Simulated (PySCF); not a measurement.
# Simulated absorption spectrum

Compound: C6H8ClF.
Cartesian coordinates in Å at the GFN2-xTB level; atoms count from 1:
```xyz
16
C6H8ClF angstrom
C      1.7440   -1.0966   -0.3759
C      1.4823    0.1346    0.0479
C      0.1884    0.8040    0.1179
C      0.1263    2.1000    0.4292
C     -1.0920    0.0535   -0.1252
Cl    -1.1369   -0.6506   -1.7745
C     -1.3400   -1.0594    0.8920
F     -1.6523   -0.4893    2.1007
H      0.9922   -1.7716   -0.7456
H      2.7551   -1.4676   -0.3877
H      2.3046    0.7580    0.3764
H     -0.8071    2.6325    0.4894
H      1.0150    2.6691    0.6411
H     -1.9359    0.7484   -0.0798
H     -0.4556   -1.6807    1.0522
H     -2.1957   -1.6754    0.5982
```

Method: TDDFT PBE0/def2-SVPD, vertical, gas phase, core orbitals frozen in the response in PySCF 2.14.0, density-fitted response routines.

Broadening: Gaussians 0.3 eV wide at half height, area fixed by f = 4.319×10⁻⁹ ∫ε dν̃. The width is an assumption, not a result. The curve ends short of the highest state used, and states not computed would add to its high-energy end.

(λ (nm), ε (L mol⁻¹ cm⁻¹)): (192.0, 1651), (193.2, 2766), (194.3, 4078), (195.4, 5567), (196.5, 7067), (197.6, 8384), (198.8, 9417), (199.9, 9890), (201.0, 9898), (202.1, 9504), (203.2, 8810), (204.4, 7842), (205.5, 6878), (206.6, 5958), (207.7, 5210), (208.8, 4788), (210.0, 4904), (211.1, 5731), (212.2, 7391), (213.3, 9943), (214.4, 13317), (215.5, 17289), (216.7, 21866), (217.8, 25771), (218.9, 28891), (220.0, 30816), (221.1, 31304), (222.3, 30161), (223.4, 27773), (224.5, 24450), (225.6, 20606), (226.7, 16646), (227.9, 12585), (229.0, 9342), (230.1, 6672), (231.2, 4590), (232.3, 3044), (233.5, 1869), (234.6, 1153), (235.7, 688), (236.8, 398), (237.9, 223), (239.1, 114), (240.2, 60)

Problem. Where are the band maxima, and which computed states make them?

Solution. 221 nm (5.61 eV), ε about 31000, made up of S1 (100%); 200 nm (6.19 eV), ε about 9900, made up of S2 (22%) and S3 (74%) (ε in L mol⁻¹ cm⁻¹; maxima over ε = 5, shares over 10%). The states used: S1 5.61 eV (f 0.348); S2 6.04 eV (f 0.046); S3 6.22 eV (f 0.086); S4 6.29 eV (f 0.0057); S5 6.86 eV (f 0.0007); S6 7.06 eV (f 0.032).

Problem. What would ε be at 5.61 eV, the highest of these maxima, with half the width (0.15 eV)?

Solution. About 62600 L mol⁻¹ cm⁻¹ against 31300, a factor of about 2.00; a lone state at its own centre would give exactly 2.

Problem. On this curve, what absorbance would a 10⁻⁴ mol/L sample give at 193 nm over a 1 cm path?

Solution. 193 nm is 6.424 eV, where ε is about 2600 L mol⁻¹ cm⁻¹, so A = ε c l ≈ 0.26 (Beer–Lambert, with the gas-phase spectrum and the assumed width).

One conformer stands for the species.
